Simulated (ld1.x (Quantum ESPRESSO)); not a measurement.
# Pseudopotential generation for ytterbium: PAW, PBE, scalar-relativistic.

Input for ld1.x (Quantum ESPRESSO) 7.5:

```
&input
   title='Yb', zed=70., rel=1, dft='PBE', iswitch=3,
   config='[Xe] 4f14 5d0 6s1.5 6p0',
   nld=4, rlderiv=3.80, eminld=-6.0, emaxld=5.0, deld=0.02
 /
 &inputp
   pseudotype=3, lpaw=.true., tm=.true., lloc=-1, rcloc=1.40,
   nlcc=.true., rcore=1.00,
   which_augfun='PSQ', rmatch_augfun_nc=.true.,
   file_pseudopw='Yb.UPF', file_wfcaegen='ae.wfc', file_wfcncgen='nc.wfc', file_beta='beta', file_chi='chi', file_wfcusgen='us.wfc'
 /
8
5S  1  0   2.00   0.00  1.55  1.85  0.0
6S  2  0   1.50   0.00  1.55  1.85  0.0
5P  2  1   6.00   0.00  2.65  3.20  0.0
6P  3  1   0.00   0.00  2.65  3.20  0.0
5D  3  2   0.00   0.00  2.65  3.50  0.0
5D  3  2   0.00   1.80  2.65  3.50  0.0
4F  4  3  14.00   0.00  1.00  1.30  0.0
4F  4  3   0.00   0.90  1.00  1.30  0.0
 &test
   configts(1)='4f14 5s2 5p6 5d0 6s1.5 6p0'
 /
```

Command:

```bash
ld1.x < Yb.in > Yb.out
```

Resulting log (shortened: banner, matrices, multipoles, cross overlaps and the repeated all-electron block are left out):

```
Program LD1 v.7.5
     --------------------------- All-electron run ----------------------------

     Yb
     scalar relativistic calculation

     atomic number is 70.00
     dft =PBE   lsd =0 sic =0 latt =0  beta=0.20 tr2=1.0E-14
     Exchange-correlation= PBE
                           (   1   4   3   4   0   0   0)
     mesh =1269 r(mesh) =  99.63413 a.u. xmin = -7.00 dx = 0.01250
     1 Ry =  13.60569312 eV, c = 137.03599908

     n l     nl                  e(Ry)          e(Ha)          e(eV)
     1 0     1S 1( 2.00)     -4501.7205     -2250.8603    -61249.0282
     2 0     2S 1( 2.00)      -762.8906      -381.4453    -10379.6560
     2 1     2P 1( 6.00)      -672.3241      -336.1621     -9147.4356
     3 0     3S 1( 2.00)      -172.1352       -86.0676     -2342.0187
     3 1     3P 1( 6.00)      -144.8395       -72.4198     -1970.6423
     4 0     4S 1( 2.00)       -34.0525       -17.0262      -463.3074
     4 1     4P 1( 6.00)       -25.0954       -12.5477      -341.4406
     3 2     3D 1(10.00)      -111.6332       -55.8166     -1518.8472
     5 0     5S 1( 2.00)        -4.2747        -2.1374       -58.1608
     5 1     5P 1( 6.00)        -2.2532        -1.1266       -30.6563
     4 2     4D 1(10.00)       -13.3124        -6.6562      -181.1250
     4 3     4F 1(14.00)        -0.4567        -0.2283        -6.2137
     5 2     5D 1( 0.00)        -0.2492        -0.1246        -3.3911
     6 0     6S 1( 1.50)        -0.4780        -0.2390        -6.5038
     6 1     6P 1( 0.00)        -0.2363        -0.1181        -3.2146

     final scf error:  7.8E-15 reached in  44 iterations

     Etot =  -28119.427341 Ry,  -14059.713670 Ha, -382584.299193 eV

     Ekin =   30648.071115 Ry,   15324.035558 Ha,  416988.250406 eV
     Encl =  -69207.999320 Ry,  -34603.999660 Ha, -941622.800400 eV
     Eh   =   11025.918303 Ry,    5512.959152 Ha,  150015.260836 eV
     Exc  =    -585.417440 Ry,    -292.708720 Ha,   -7965.010036 eV

     normalization and overlap integrals

     s(1S/1S) =  1.000000  <r> =   0.0197  <r2> =    0.0005  r(max) =   0.0123
     s(2S/2S) =  1.000000  <r> =   0.0833  <r2> =    0.0082  r(max) =   0.0708
     s(2P/2P) =  1.000000  <r> =   0.0741  <r2> =    0.0067  r(max) =   0.0572
     s(3S/3S) =  1.000000  <r> =   0.2167  <r2> =    0.0537  r(max) =   0.1997
     s(3P/3P) =  1.000000  <r> =   0.2162  <r2> =    0.0542  r(max) =   0.1972
     s(4S/4S) =  1.000000  <r> =   0.4879  <r2> =    0.2688  r(max) =   0.4557
     s(4P/4P) =  1.000000  <r> =   0.5182  <r2> =    0.3057  r(max) =   0.4790
     s(3D/3D) =  1.000000  <r> =   0.1961  <r2> =    0.0451  r(max) =   0.1595
     s(5S/5S) =  1.000000  <r> =   1.2082  <r2> =    1.6466  r(max) =   1.0661
     s(5P/5P) =  1.000000  <r> =   1.4495  <r2> =    2.4013  r(max) =   1.2386
     s(4D/4D) =  1.000000  <r> =   0.5601  <r2> =    0.3644  r(max) =   0.4912
     s(4F/4F) =  1.000000  <r> =   0.7888  <r2> =    0.8737  r(max) =   0.4851
     s(5D/5D) =  1.000000  <r> =   3.1511  <r2> =   12.5242  r(max) =   2.0168
     s(6S/6S) =  1.000000  <r> =   3.7167  <r2> =   15.6759  r(max) =   3.1629
     s(6P/6P) =  1.000000  <r> =   5.1170  <r2> =   29.8246  r(max) =   4.3232

     ------------------------ End of All-electron run ------------------------

     --------------------- Generating PAW atomic setup --------------------

      Generating local potential from pseudized AE potential:
      Matching radius rcloc =   1.4000

      Local pseudo, rcloc= 1.386 Estimated cut-off energy=    12.91 Ry

      Computing core charge for nlcc:

       r > 1.00 : true rho core
       r < 1.00 : rho core = a sin(br)/r    a=   8.99  b=   2.78

      Integrated core pseudo-charge :   3.90
      Wfc-us  5S rcutus= 1.871  Estimated cut-off energy=    15.54 Ry
      Wfc-us  6S rcutus= 1.871  Estimated cut-off energy=    30.98 Ry
      Wfc-us  5P rcutus= 3.163  Estimated cut-off energy=     8.94 Ry
      Wfc-us  6P rcutus= 3.163  Estimated cut-off energy=     6.92 Ry
      Wfc-us  5D rcutus= 3.496  Estimated cut-off energy=     9.35 Ry
      Wfc-us  5D rcutus= 3.496  Estimated cut-off energy=     9.60 Ry
      Wfc-us  4F rcutus= 1.286  Estimated cut-off energy=    96.23 Ry
      Wfc-us  4F rcutus= 1.286  Estimated cut-off energy=   145.64 Ry

     Required augmentation: PSQ   radius:    3.500000

     Q pseudized with Bessel functions
     Expected ecutrho=     601.5515 due to l1=  3   l2=  3

     Estimated PAW energy =-1011.235039 Ryd

     ------------------- End of pseudopotential generation -------------------

     Computing logarithmic derivative in   3.79155
     Computing logarithmic derivative in   3.79155
     Computing the partial wave expansion
     R is outside the sphere for l=    0 j= 0.00
     R is outside the sphere for l=    0 j= 0.00
     R is outside the sphere for l=    1 j= 0.00
     R is outside the sphere for l=    1 j= 0.00
     R is outside the sphere for l=    2 j= 0.00
     R is outside the sphere for l=    2 j= 0.00
     R is outside the sphere for l=    3 j= 0.00
     R is outside the sphere for l=    3 j= 0.00

     ---------------------- Testing the pseudopotential ----------------------

     Yb
     scalar relativistic calculation

     atomic number is 70.00   valence charge is 24.00
     dft = SLA  PW   PBX  PBC   lsd =0 sic =0 latt =0  beta=0.20 tr2=1.0E-14
     mesh =1269 r(mesh) =  99.63413 xmin = -7.00 dx = 0.01250

     n l     nl             e AE (Ry)        e PS (Ry)    De AE-PS (Ry)
     4 3     4F   1(14.00)       -0.45670       -0.45692        0.00023
     1 0     5S   1( 2.00)       -4.27474       -4.27485        0.00011
     2 1     5P   1( 6.00)       -2.25320       -2.25332        0.00012
     3 2     5D   1( 0.00)       -0.24924       -0.24931        0.00006
     2 0     6S   1( 1.50)       -0.47802       -0.47807        0.00005
     3 1     6P   1( 0.00)       -0.23627       -0.23631        0.00005

     eps = 8.0E-16  iter = 11

     Etot =  -28119.427341 Ry,  -14059.713670 Ha, -382584.299193 eV
     Etotps = -1011.235059 Ry,    -505.617529 Ha,  -13758.553886 eV

     Ekin =     892.186991 Ry,     446.093496 Ha,   12138.822410 eV
     Encl =   -1792.069371 Ry,    -896.034686 Ha,  -24382.345921 eV
     Ehrt =     474.064437 Ry,     237.032219 Ha,    6449.975254 eV
     Ecxc =    -585.417116 Ry,    -292.708558 Ha,   -7965.005629 eV
     (Ecc =      -6.129950 Ry,      -3.064975 Ha,     -83.402223 eV)

     ---------------------- End of pseudopotential test ----------------------
```

Generation and configuration tests took about 4.7 s on one core of a shared server CPU.
